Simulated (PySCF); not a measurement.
## SiOI₂: fields on a plane

Method: PBE in PySCF with Si def2-SVP, O def2-SVP, I def2-SVP with ECP28; scalar-relativistic core potentials, no spin–orbit coupling; density-fitted integrals.

The singlet minimum has Si–I 2.436 Å (×2), Si–O 1.550 Å; I–Si–I 111.0°, I–Si–O 124.5° (×2).

The plane holds Si1 at (0.00, 0.00), O2 at (1.55, 0.00), I3 at (-1.38, 2.01), I4 at (-1.38, -2.01) Å. Columns run from x = -3.45 to 3.75 Å, rows from y = 4.35 (top) to -4.05 Å, in steps of 0.3 Å. Other isomers or separated fragments may lie lower. Core electrons replaced by a potential are absent, the electrostatic potential uses the reduced nuclear charge, and values within about 0.7 Å of such atoms have no physical meaning.

Problem. Give the electrostatic potential (V) (cut at 20 V). Lower edges of the bins (V): '0' -1.88, '1' -1.75, '2' -1.55, '3' -1.22, '4' -0.71, '5' 0.11, '6' 1.40, '7' 3.45, '8' 6.70, '9' 11.84; top 20.0.

Solution. 
```
5555555555544444444444444
5555555555554444444444444
5555666665554444444444444
5556677776555444444444444
5566788887655444444444444
5567899999765544444444444
5668999999976544444444444
5678999999986554444334444
5568999999986554433333344
5568999999987654432233333
5567999999987765321122333
5556799999998875432001233
5555678889999987775200233
5555667789999999999510123
5555566799999999999730123
5555566799999999999730123
5555667789999999999510123
5555678889999987775200233
5556799999998875432001233
5567999999987765321122333
5568999999987654432233333
5568999999986554433333344
5678999999986554444334444
5668999999976544444444444
5567899999765544444444444
5566788887655444444444444
5556677776555444444444444
5555666665554444444444444
5555555555554444444444444
```

Problem. Give the highest occupied orbital (Å^-3/2) at -6.77 eV (cut at ±0.3; overall sign arbitrary). Lower edges of the bins (Å^-3/2): '_' -0.300, '.' -0.240, ':' -0.180, '-' -0.120, '=' -0.060, '+' 0.000, '*' 0.060, '#' 0.120, '%' 0.180, '@' 0.240; top 0.30, each point printed twice.

Solution. 
```
++++++++==========================================
++++++++++========================================
++++++++++======================================++
++++++++++====----------======================++++
++++++++++++==--::::::----==================++++++
++++******++==--......::----============++++++++++
++****####**++==::____..----==========++++++++++++
++**##%%%%**::%%%%..__..::--======++++++++++++++++
++**##%%@@**__++@@::__..--====++++++++++++++++++++
++**##%%@@%%----++::..::--==++++++++++++++++++++++
++****##%%@@##**==------==++++********++++++++++++
++****####%%##**++======++****##%%%%##**++++++++++
++++************++====++++**##@@@@@@@@##**++++++++
++++++++++++++++++======++**%%@@@@@@@@##**++++++++
++++++++++++++++++====--==++**%%@@@@@@**++++++++++
==================++++**++==--..______--==========
==================++++++==--::________::--========
====------------==++++====--::________::--========
==----::::..::--==++++++==----::....::--==========
==----::..__::--++******++====--------============
==--::..__..****==##%%##**++======================
==--::..__--@@==__##@@%%**++++====================
==--::....--##....%%@@%%****++++++================
==----::::--==++##@@@@%%****++++++++++============
====------==++**%%%%%%##****++++++++++++==========
============++**######****++++++++++++++++++======
==========++++**********++++++++++++++++++++++====
==========++++++++++++++++++++++++++++++++++++++==
==========++++++++++++++++++++++++++++++++++++++++
```
